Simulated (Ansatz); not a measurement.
K(I) anion (IK), SMILES [K][I] (connectivity only; charge and spin as stated), charge -1, multiplicity 2.

Geometry optimised at B3LYP-D3(BJ)/def2-TZVPD. The spin state was assumed, not searched. The def2 effective core potentials stand for the cores of I; spin–orbit coupling is left out.

Two levels are set side by side: PBE/def2-TZVPD (Ansatz, a program for electronic structure) and CAM-B3LYP/def2-TZVPD (Ansatz). Energy differences of separate SCF runs at the same geometry; the states with an electron removed or added have multiplicity 1. Differences are taken from unrounded values.

```tsv
quantity	CAM-B3LYP
vertical ionisation energy (eV)	0.85
```

Problem. What does PBE give, and how far is it from CAM-B3LYP? (The exact figures need the calculation; the answer reports its results.)

Solution. 
```tsv
quantity	PBE	PBE minus CAM-B3LYP
vertical ionisation energy (eV)	0.87	0.02
```
